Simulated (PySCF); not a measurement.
C₄H₁₀Si₂, SMILES C#CCC([SiH3])[SiH3]. Geometry optimised at TPSSh-D3(BJ)/def2-SVP. The structure was generated by enumeration, and PubChem lists no compound with its InChIKey, so it may never have been made. Other conformers were not sampled.

Task: Give the equilibrium geometry at TPSSh-D3(BJ)/def2-SVP (PySCF confirms it by a frequency run) as a Z-matrix. (An estimate is asked for; the answer gives what the named calculation found.)

Result: This is not unique; one that fits is 
```
C
H 1 1.1070
C 1 1.5563 2 108.59
H 3 1.1046 1 109.99 2 59.72
H 3 1.1050 4 106.04 1 -118.50
C 3 1.4635 4 108.89 5 -116.71
C 6 1.2142 5 150.69 3 -176.38
H 7 1.0732 5 161.08 3 -177.97
Si 1 1.8973 2 106.13 3 119.65
H 9 1.4877 1 110.27 2 52.16
H 9 1.4907 10 108.96 1 -121.13
H 9 1.4916 10 109.13 11 -117.96
Si 1 1.9037 2 106.26 3 -121.65
H 13 1.4863 1 112.10 2 45.85
H 13 1.4899 14 109.39 1 -121.18
H 13 1.4908 14 108.55 15 -118.30
```
Charge 0, spin multiplicity 1.
